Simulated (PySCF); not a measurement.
# O(2+): ionisation energy

O(2+) [He] 2s2 2p2 (3P) → O(3+) [He] 2s2 2p1 (2P), as a difference of total energies. Computed with PySCF 2.14 in aug-cc-pVQZ, with no relativity, point nucleus. Correlated levels: valence: 1s2 frozen. The calculations carry no spin-orbit coupling.

```
           method  ionisation energy (eV)
              UHF                  54.609
    MP2 (valence)                  55.040
SCS-MP2 (valence)                  54.887
   CCSD (valence)                  54.819
CCSD(T) (valence)                  54.831
```

Q: How much does correlation contribute at CCSD(T) (valence)?

A: 54.831 − (54.609) = 0.222 eV, measured against UHF.

A first-order spin-orbit estimate (lowest level to lowest level, LS coupling) adds -0.005 eV.

Errors of the correlated levels include the incompleteness of this basis and the frozen core.

For comparison: 54.936 eV (semi-empirical (NIST evaluation); NIST Atomic Spectra Database, ionization energies).
